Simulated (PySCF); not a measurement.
UHF on Cd²⁹⁺ (cadmium, charge +29)

Configuration: [Ar] 3d1, 2D determinant. All numbers are calculated (PySCF 2.14, no relativity, point nucleus, in an even-tempered Gaussian basis (17 s from 3.9 bohr⁻², ratio 2.5; 11 p from 5 bohr⁻², ratio 2.5; 8 d from 5 bohr⁻², ratio 2.5; 4 f from 18 bohr⁻², ratio 2.7; 3 g from 26 bohr⁻², ratio 2.7)).

```
Total energy                                                  : -4885.083552 hartree
One-electron energy                                           : -5692.5069 hartree
Hartree (Coulomb) energy                                      : 911.2923 hartree
Exchange energy                                               : -103.8690 hartree
Kinetic energy                                                : 4885.54314 hartree
⟨S²⟩                                                          : 0.7505
⟨L²⟩                                                          : 6.003
Sum of ⟨r⟩                                                    : 3.950 bohr
Sum of ⟨r²⟩                                                   : 1.233 bohr²
Traceless quadrupole moment −½Σ⟨3z² − r²⟩ along its main axis : 0.0250 e·bohr²
Density at the nucleus (Gaussians lack the cusp)              : 77100 bohr⁻³
Spin density at the nucleus                                   : -0.600 bohr⁻³
```

```
shell  electrons  mean orbital energy (hartree)  spread (hartree)  rms radius, mean of both spins (bohr)
 1s α          1                    -1006.29670                 0                                 0.0367
 1s β          1                    -1006.29264                 0                                 0.0367
 2s α          1                     -191.76213                 0                                  0.147
 2s β          1                     -191.54700                 0                                  0.147
 2p α          3                     -182.14756           0.04648                                  0.128
 2p β          3                     -181.94436           0.19923                                  0.128
 3s α          1                      -69.24168                 0                                  0.361
 3s β          1                      -69.02490                 0                                  0.361
 3p α          3                      -65.34445           0.11475                                  0.350
 3p β          3                      -65.05661           0.25343                                  0.350
 3d α          1                      -60.01621                 0                                  0.309
```

A non-relativistic calculation at this Z misses sizeable relativistic shifts. Spin-orbit coupling, absent here, splits the open shell strongly.

Spin-orbit constants ζ (cm⁻¹) from the X2C one-electron operator on these orbitals (non-relativistic here): bare nucleus, nucleus screened by l(l+1)(2l+1)/3 electrons, and screened by the Breit-Pauli mean field of the electrons.

```json
{"shell": "2p", "bare": "917500", "screened nucleus": "879300", "mean field": "860700"}
{"shell": "3p", "bare": "200500", "screened nucleus": "192200", "mean field": "188000"}
{"shell": "3d", "bare": "37140", "screened nucleus": "29410", "mean field": "29230"}
```

To first order the Landé constant is A = 29230 cm⁻¹, so the lowest level has J = 3/2 and lies 5.44 eV below the centre of the term.
